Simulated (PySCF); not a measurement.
## Worked example: oscillator strength and radiative lifetime

H3O2, SMILES O[OH2+], charge +1.

Coordinates come from a B3LYP-D3(BJ)/def2-TZVP optimisation. The isomer is the one that the SMILES or the coordinates give; other isomers of the formula were not compared.

TDDFT-PBE/def2-TZVPD (PySCF 2.14.0) puts the first singlet state with f over 0.02 at 7.47 eV (vertical), with the transition dipole (-0.318, 0.121, 0.000) in atomic units.

Q: Find the oscillator strength, the wavelength and the radiative lifetime that this transition would have in vacuum if emission retraced absorption.

A: 
|μ|² = 0.1158 au, so |μ| = 0.86 D. ΔE = 7.47/27.211 = 0.2745 hartree. f = (2/3) ΔE |μ|² = 0.021 (the program prints 0.021).
λ = 1239.84/7.47 = 166 nm; ν = 60250 cm⁻¹.
Einstein's coefficient A = 0.6670 ν² f s⁻¹ (ν in cm⁻¹) = 5.1e7 s⁻¹, so τ = 1/A = 19 ns. This state is S2; the lower singlet has f = 0.001. The figure is the radiative limit of this one transition; relaxation, internal conversion, crossing to triplets and a medium change what is measured.
